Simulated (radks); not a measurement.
All-electron atom: the technetium ion Tc16+ in [Ar] 3d7 4s2 (not the ground configuration).

Method: scalar-relativistic Kohn-Sham, r2SCAN, spin-polarised, spherical densities, finite nucleus; open shells are filled with parallel spins first (spin-orbit coupling, left out, can overturn this in heavy ions); meta-GGA in the generalised Kohn-Sham scheme; Fermi nuclear charge, rms radius 4.4112 fm; computed with a radial shooting solver on a logarithmic mesh with Libxc functionals.

Energy parts (hartree):
total: -4163.59841
kinetic: 4304.02327
electron-nucleus: -9577.00313
Hartree: 1222.16883
exchange-correlation: -112.78738

Orbitals (lengths in bohr, moments of r in powers of bohr):
| orbital | occ. | eigenvalue (hartree) | <r> | <1/r> | <r^4> |
|---|---|---|---|---|---|
| 1s up | 1 | -786.1494 | 0.03429 | 44.70 | 6.534e-06 |
| 1s down | 1 | -786.1494 | 0.03429 | 44.70 | 6.533e-06 |
| 2s up | 1 | -127.6658 | 0.1493 | 10.12 | 0.001185 |
| 2s down | 1 | -127.3684 | 0.1490 | 10.13 | 0.001178 |
| 2p up | 3 | -116.0367 | 0.1302 | 9.804 | 0.0008495 |
| 2p down | 3 | -115.8170 | 0.1299 | 9.818 | 0.0008429 |
| 3s up | 1 | -35.14561 | 0.4000 | 3.635 | 0.05035 |
| 3s down | 1 | -34.80868 | 0.4013 | 3.616 | 0.05108 |
| 3p up | 3 | -31.28845 | 0.3969 | 3.478 | 0.05241 |
| 3p down | 3 | -30.93706 | 0.3987 | 3.457 | 0.05343 |
| 3d up | 5 | -25.28979 | 0.3690 | 3.277 | 0.04624 |
| 3d down | 2 | -24.87094 | 0.3716 | 3.259 | 0.04793 |
| 4s up | 1 | -14.72037 | 0.8628 | 1.631 | 0.9668 |
| 4s down | 1 | -14.65037 | 0.8675 | 1.618 | 0.9858 |

The highest occupied level is 4s down at -398.66 eV. The spin density at the nucleus is 1.23 e/bohr^3 (1s -0.03, 2s -16.64, 3s 12.51, 4s 5.39).
